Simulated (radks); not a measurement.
Q: I II, configuration [Kr] 4d10 5s2 5p4. All-electron calculation, scalar-relativistic Kohn-Sham, PBE, spin-unpolarised, spherical densities, point nucleus. Program: a radial shooting solver on a logarithmic mesh with Libxc functionals. Some entries of the table are withheld. Estimate them.

orbital,occ.,eigenvalue (eV),<r> (bohr),<1/r> (bohr^-1)
1s,2,-32994.76,0.02722,56.84
2s,2,-5105.915,0.1172,13.02
2p,6,-4583.603,0.1025,12.46
3s,2,-1038.203,0.3141,4.668
3p,6,-868.9660,(1),4.437
3d,10,-615.5835,0.2886,(2)
4s,2,-190.1620,0.7399,1.886
4p,6,-137.1309,0.7919,1.727
4d,10,(3),0.9202,(4)
5s,2,-26.2503,1.922,(5)
5p,4,-15.3492,2.324,0.5536

A: 
(1) 3p <r> (bohr): 0.3121
(2) 3d <1/r> (bohr^-1): 4.199
(3) 4d eigenvalue (eV): -59.8141
(4) 4d <1/r> (bohr^-1): 1.442
(5) 5s <1/r> (bohr^-1): 0.6778
